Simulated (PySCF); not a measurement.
# K⁺ (potassium, charge +1) across methods

[Ar], closed-shell 1S. All numbers are calculated (PySCF 2.14, the spin-free X2C one-electron Hamiltonian (Gaussian nucleus), in dyall-av3z).

| method | E (hartree) | mean ε 2p (eV) | mean ε 3s (eV) | mean ε 3p (eV) | Σ⟨r²⟩ (bohr²) | ⟨S²⟩ |
| --- | --- | --- | --- | --- | --- | --- |
| r2SCAN | -602.041 | -289.89 | -42.813 | -25.464 | 19.40 | 0.000 |
| LDA | -600.327 | -286.12 | -41.354 | -24.973 | 19.53 | 0.000 |
| PBE | -601.864 | -286.15 | -41.442 | -24.880 | 19.49 | 0.000 |
| BP86 | -602.138 | -286.38 | -41.519 | -24.958 | 19.45 | 0.000 |
| LC-wPBE | -601.943 | -292.03 | -47.627 | -29.926 | 19.43 | 0.000 |
| CAM-B3LYP | -602.103 | -295.31 | -46.312 | -28.422 | 19.55 | 0.000 |
| PBE0 | -601.906 | -294.78 | -44.831 | -26.906 | 19.43 | 0.000 |
| UHF | -601.31653 | -319.57 | -53.792 | -31.839 | 19.48 | 0.000 |
